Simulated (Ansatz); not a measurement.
FGeH7Si2, SMILES `F[SiH2][GeH2][SiH3]`. Total charge 0; spin multiplicity 1. All single points use the PBE0-D4/def2-TZVP geometry. It is one conformer, not always the lowest.

```xyz
11

F     1.154    2.197   -0.849
Si    1.725    0.993    0.050
Ge   -0.106   -0.229    0.953
Si   -1.647   -0.850   -0.749
H     2.553    0.128   -0.830
H     2.587    1.589    1.103
H     0.459   -1.490    1.635
H    -0.815    0.608    2.033
H    -2.230    0.369   -1.366
H    -0.937   -1.631   -1.797
H    -2.741   -1.682   -0.184
```

Question: What is the dipole moment at PBE/def2-TZVPP? (Best estimate.)

Answer: The calculation gave: 1.07 D, with components (0.14, -0.89, 0.58) D in this frame, pointing from negative to positive charge.

Question: And with r2SCAN, B3LYP, ωB97M-V? (An estimate is asked.)

Answer: The calculation gave: r2SCAN 1.08 D, B3LYP 1.14 D, ωB97M-V 1.12 D.

Question: Give the Mulliken charges with PBE, B3LYP, ωB97M-V in def2-TZVPP. (Estimate.)

Answer: The calculation gave: 
| atom | PBE | B3LYP | ωB97M-V |
| --- | --- | --- | --- |
| F1 | -0.28 | -0.33 | -0.32 |
| Si2 | 0.40 | 0.48 | 0.42 |
| Ge3 | 0.04 | 0.00 | -0.14 |
| Si4 | 0.07 | 0.14 | 0.07 |
| H5 | -0.07 | -0.07 | -0.03 |
| H6 | -0.06 | -0.07 | -0.03 |
| H7 | -0.01 | -0.01 | 0.03 |
| H8 | 0.00 | 0.00 | 0.03 |
| H9 | -0.03 | -0.04 | 0.00 |
| H10 | -0.03 | -0.05 | -0.01 |
| H11 | -0.03 | -0.05 | -0.01 |

B3LYP here is the variant with VWN-RPA as its local correlation; programs differ in this.

All numbers were calculated with Ansatz.
